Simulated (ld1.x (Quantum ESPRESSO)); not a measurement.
**Configuration tests for oxygen (O) (ultrasoft)**

oxygen (O), ultrasoft, made with ld1.x (Quantum ESPRESSO) 7.5 (PBE, non-relativistic). Core [He], reference 2s2 2p4. Waves: 2s (bound): rcut 0.95, rcutus 1.05 bohr; 2s channel at 3.6 Ry: rcut 0.95, rcutus 1.05 bohr; 2p (bound): rcut 1.95, rcutus 2.15 bohr; 2p channel at 0.5 Ry: rcut 1.95, rcutus 2.15 bohr; 3d channel at 0.15 Ry: rcut 1.70, rcutus 2.30 bohr; 3d channel at 2.7 Ry: rcut 1.70, rcutus 2.30 bohr. Local part: all-electron potential smoothed inside 1.80 bohr (lloc = -1). Core correction: none. Augmentation charge: PSQ, inside the norm-conserving radii.

Energies are relative to the spin-unpolarised reference configuration 2s2 2p4; without spin polarisation the order of configurations can differ from experiment. The frozen-core shift is the all-electron ΔE with the core orbitals held at their reference shape minus the fully relaxed ΔE.

```json
{"valence configuration": "2s2 2p2", "charge": "+2", "ΔE all-electron (eV)": "50.033", "error AE − PS (meV)": "-188", "frozen-core shift (meV)": "+1.2"}
{"valence configuration": "2s2 2p1", "charge": "+3", "ΔE all-electron (eV)": "103.905", "error AE − PS (meV)": "+305", "frozen-core shift (meV)": "+6.4"}
{"valence configuration": "2s2 2p4.3", "charge": "-0.3", "ΔE all-electron (eV)": "-2.125", "error AE − PS (meV)": "-1.5", "frozen-core shift (meV)": "0.0"}
{"valence configuration": "2s2 2p0", "charge": "+4", "ΔE all-electron (eV)": "180.807", "error AE − PS (meV)": "+3047", "frozen-core shift (meV)": "+23"}
{"valence configuration": "2s2 2p3.5", "charge": "+0.5", "ΔE all-electron (eV)": "6.290", "error AE − PS (meV)": "-10", "frozen-core shift (meV)": "0.0"}
```

(1) What are ΔE and the potential's error for 2s2 2p3?

(2) What are ΔE and the potential's error for 2s1 2p5?

Levels in the configuration 2s2 2p1:

| level | all-electron (eV) | pseudo (eV) |
| --- | --- | --- |
| 2s | -79.417 | -79.752 |
| 2p | -64.956 | -63.672 |

## Answers

(1) ΔE = 16.439 eV all-electron; the error (AE − PS) is -55 meV.

(2) ΔE = 14.896 eV all-electron; the error (AE − PS) is +2.1 meV.
